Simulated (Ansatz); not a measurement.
`[SiH3][GeH2][SH]` → `[SH][GeH3]` + `[SiH2]` at 298.15 K and 1 bar (silylene loss).

Program: Ansatz. Geometries: PBE0-D4/def2-TZVP. ΔE: electronic, gas phase. CBS: MP2 limit from def2 TZ/QZ plus the TZ coupled-cluster correction, frozen cores. This one scheme is used for every species. For Ge outer-core shells are correlated without core-valence functions, which leaves a few kJ/mol of doubt a bond. Scalar relativity is left out up to krypton. Each species was taken in one conformer, which may not be the lowest.

```tsv
species	CCSD(T)/CBS energy (Eh)	H − E (kJ/mol)	S (J/(mol·K))
`[SiH3][GeH2][SH]`	-2766.58811	151.5	354.0
`[SH][GeH3]`	-2476.30083	99.2	286.9
`[SiH2]`	-290.19011	40.6	207.5
```

H − E and S are ideal-gas, rigid-rotor, harmonic terms from PBE0-D4/def2-TZVP, for one conformer and one mirror image of each species. 1 Eh = 2625.50 kJ/mol, R = 8.31446 J/(mol·K).

Problem. By hand: ΔE, ΔH, ΔS and ΔG.

Solution. ΔE = (-2476.30083) + (-290.19011) − (-2766.58811) = 0.09717 Eh = 255.1 kJ/mol. Δ(H − E) = 99.2 + 40.6 − 151.5 = -11.7, so ΔH = 243.4 kJ/mol. ΔS = 286.9 + 207.5 − 354.0 = 140.4 J/(mol·K). ΔG = 243.4 − 298.15 × (140.4)/1000 = 201.5 kJ/mol.

Problem. By hand: the equilibrium constant, and the temperature at which ΔG would vanish if ΔH and ΔS stayed fixed.

Solution. log₁₀ K = −ΔG/(RT ln 10) = -35.3. ΔG = 0 at ΔH/ΔS = 1734 K.

The number of gas molecules changes by +1, which sets the sign of ΔS. A doubt of 5 kJ/mol in ΔE shifts log₁₀ K by 0.9 here. Other conformers and mirror images would add mixing entropy, several J/(mol·K) or more a flexible species. These are equilibria of isolated gas molecules and say nothing of rates. Largest T1 diagnostic: 0.014 (customary marks: 0.02 for closed shells, 0.045 for open ones).
